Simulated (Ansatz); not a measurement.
Species: bromo(trifluoro)silane, sum formula SiBrF$_{3}$, charge 0, multiplicity 1. SMILES: F[Si](F)(F)Br
Geometry: optimised at B3LYP-D3(BJ)/def2-TZVP (Ansatz, a program for electronic structure).

Computed values are from Ansatz. Correlated levels leave the core frozen unless marked. Open shells are spin-unrestricted. No spin-orbit coupling. The frozen core is the preceding noble-gas configuration, with the filled d and f shells of earlier blocks. No relativistic terms. Basis-set limits of correlation are two-point, X^-3; Hartree-Fock from the larger set. [CCSD(T)-MP2]/basis is that difference in the basis named.

The atomisation energy De is 2142.9 kJ/mol at CCSD(T)/CBS(def2-TZVPP,def2-QZVPP). The vertical ionisation energy (to the doublet) is 12.37 eV at RI-MP2/CBS(def2-TZVPPD,def2-QZVPPD)+[CCSD(T)-MP2]/def2-TZVPPD, the vertical triplet-singlet gap is 7.63 eV at RI-MP2/CBS(def2-TZVPPD,def2-QZVPPD)+[CCSD(T)-MP2]/def2-TZVPPD and the total energy is -3161.3921 Eh at CCSD(T)/CBS(def2-TZVPP,def2-QZVPP). The dipole moment is 0.89 D at CCSD(T)/def2-SVPD and the T1 diagnostic is 0.011 at CCSD/def2-QZVPP.
